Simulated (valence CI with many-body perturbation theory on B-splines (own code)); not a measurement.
## A CI+MBPT run for Sn37+

Calculated by valence CI with perturbative core correlation (CI+MBPT): three valence electrons over a frozen Dirac-Fock core [Ne], radial functions for each j: 11 s, 11 p, 9 d, 7 f, 5 g, 2 h, 1 i, with the one-electron correlation potential Σ1 (screened to all orders), the two-electron term Σ2, the three-electron term Σ3, Breit, model QED; selected single and double excitations, second order for the rest (own B-spline code, finite nucleus).

Command, and the settings that its task file holds:

```sh
python run_cv.py task.json out
```

```
atom Sn  Z=50  mass_number=120  rms_radius_fm=4.6519
core [Ne]
valence 3s2 3p1
avg = 1
basis = L
breit = 1
cap = 40000
capref = 1200
cscale = 1
de = 0.0
dress = 0
eps = 2e-08
h = 0.27
hh = 1
l2 = 3
lcore = 6
maxit = 60
n2 = 5
natural = 1
nlev = 60
nno = [7, 7, 6, 5, 4, 2, 1]
nroot = 26
nsp = [4, 4, 3, 2, 1, 0, 0]
pt2 = 1
qed = 1
rpa = 1
s1 = 1
s2 = 1
s3 = 1
screen = 1
tol = 2e-05
```

Question: Roughly how long does this run take on one core of Arm Neoverse V2, and how much memory?

Answer: 88 s on 1 thread of Arm Neoverse V2, on a shared host, peak memory 0.65 GiB.

Log. The first blocks belong to the next ion, which gives the ionisation energy. Fields: 2J, parity (1 odd), roots, reference size, generating configurations, candidates as configurations/state functions, variational space P, stored matrix elements, Davidson steps; e2 is the range of second-order energies in hartree. The first line gives the box (bohr), its intervals, the orbitals and the steps of their self-consistent field. Window is the range of levels sought, series limit the energy at which the first omitted orbital would enter, core excitation an estimate of the first excitation out of the core, left out the lowest levels not solved, and shifts from estimates the range by which levels moved from their first estimate, all in cm⁻¹.

```
rmax 3.0 intervals 57 orbitals 81 references ['3s2 3p', '3s 3p2', '3s2 3d', '3p3', '3s 3p 3d'] scf 3 t 0.8
2J=0 par=0 roots 2 ref 20 generators 4 cand 362/362 P 364/364 nnz 0 it 0
2J=0 par=0 roots 2 ref 20 generators 5 cand 18/18 P 381/381 nnz 0 it 0
   second order: generators 7 cand 1/1 e2 -0.00000 -0.00000
reference levels 715, estimated 129, window 3874785 1/cm; series limit 15567275, core excitation 28753330
2J=1 par=1 roots 7 ref 55 generators 10 cand 3597/5470 P 3573/5427 nnz 4e+06 it 5
2J=1 par=1 roots 7 ref 55 generators 11 cand 1719/2598 P 4309/6594 nnz 5.8e+06 it 3
   second order: generators 17 cand 4291/6759 e2 -0.00001 -0.00000
2J=3 par=1 roots 12 ref 89 generators 14 cand 5489/11399 P 3832/7999 nnz 8.6e+06 it 5
2J=3 par=1 roots 12 ref 89 generators 15 cand 4198/9468 P 5360/11520 nnz 1.7e+07 it 5
   second order: generators 21 cand 4046/9371 e2 -0.00002 -0.00000
2J=1 par=0 roots 9 ref 58 generators 11 cand 3573/5479 P 3994/6126 nnz 5.1e+06 it 4
2J=1 par=0 roots 9 ref 58 generators 13 cand 2443/3767 P 4552/7020 nnz 6.6e+06 it 4
   second order: generators 17 cand 3037/4757 e2 -0.00000 -0.00000
2J=3 par=0 roots 15 ref 92 generators 13 cand 5418/11371 P 3743/7999 nnz 8.7e+06 it 4
2J=3 par=0 roots 15 ref 92 generators 15 cand 4329/9517 P 5645/12181 nnz 1.9e+07 it 5
   second order: generators 25 cand 3723/8686 e2 -0.00001 -0.00000
2J=5 par=0 roots 13 ref 94 generators 14 cand 5998/14152 P 3408/7999 nnz 8.9e+06 it 5
2J=5 par=0 roots 13 ref 94 generators 14 cand 3778/8746 P 5770/13958 nnz 2.6e+07 it 9
   second order: generators 26 cand 4256/11773 e2 -0.00001 -0.00000
2J=5 par=1 roots 9 ref 86 generators 11 cand 6090/14136 P 3486/7999 nnz 8.8e+06 it 5
2J=5 par=1 roots 9 ref 86 generators 12 cand 5125/13226 P 5233/12531 nnz 2.1e+07 it 5
   second order: generators 20 cand 4802/13167 e2 -0.00001 -0.00000
2J=7 par=1 roots 5 ref 63 generators 8 cand 5760/13864 P 3392/7996 nnz 9.1e+06 it 4
2J=7 par=1 roots 5 ref 63 generators 9 cand 4904/13626 P 4634/11279 nnz 1.7e+07 it 4
   second order: generators 13 cand 5085/14807 e2 -0.00002 -0.00001
2J=9 par=1 roots 2 ref 33 generators 4 cand 4745/11404 P 2656/6077 nnz 5.5e+06 it 4
2J=9 par=1 roots 2 ref 33 generators 5 cand 3221/7860 P 3601/8563 nnz 1.1e+07 it 4
   second order: generators 8 cand 5072/14394 e2 -0.00002 -0.00001
2J=7 par=0 roots 7 ref 67 generators 7 cand 5667/13818 P 3262/8000 nnz 9.3e+06 it 5
2J=7 par=0 roots 7 ref 67 generators 10 cand 6412/18044 P 4986/12520 nnz 2.2e+07 it 5
   second order: generators 17 cand 6056/17850 e2 -0.00001 -0.00000
2J=9 par=0 roots 4 ref 41 generators 5 cand 4671/11417 P 2961/7043 nnz 8.3e+06 it 4
2J=9 par=0 roots 4 ref 41 generators 8 cand 4400/11946 P 3858/9281 nnz 1.3e+07 it 4
   second order: generators 13 cand 4809/13711 e2 -0.00002 -0.00001
left out: unestimated 6082343, estimated 4201413, shifts from estimates -7 to 67
operators 0.7
```

The Davidson iterations converged.

No measured spectrum was set against this ion. As an estimate, large intervals hold to a few tenths of a per cent, small ones and those within an open d or f shell to about a per cent.

- Valence energy: -292.9148 hartree
- Ionisation energy: 2524 eV (NIST: 2499 ± 11 eV (semi-empirical))
- Reference configurations for the orbitals: 3s2 3p, 3s 3p2, 3s2 3d, 3p3, 3s 3p 3d
- Radial orbitals: 81
- Box radius: 3.016 bohr
- Largest variational space: 13958
- Lowest levels: (3s^2 3p1/2) J=1/2 0.00, (3s^2 3p3/2) J=3/2 57.58, (3s 3p1/2^2) J=1/2 89.57, (3s 3p1/2 3p3/2) J=3/2 [a] 132.39, (3s 3p1/2 3p3/2) J=5/2 142.18, (3s 3p1/2 3p3/2) J=3/2 [b] 156.27, (3s 3p1/2 3p3/2) J=1/2 164.66, (3s 3p3/2^2) J=5/2 191.24, (3s^2 3d3/2) J=3/2 197.65, (3s^2 3d5/2) J=5/2 215.89, (3s 3p3/2^2) J=1/2 222.67, (3s 3p3/2^2) J=3/2 227.55, (3p1/2^2 3p3/2) J=3/2 249.03, (3s 3p1/2 3d3/2) J=3/2 [a] 262.64 eV

Levels are named by their leading jj configuration (3d3/2^4 stands for four electrons in 3d with j = 3/2), which in mixed levels can hold well under half, so a name can repeat and another be missing. Letters in brackets count levels of one name in rising energy.
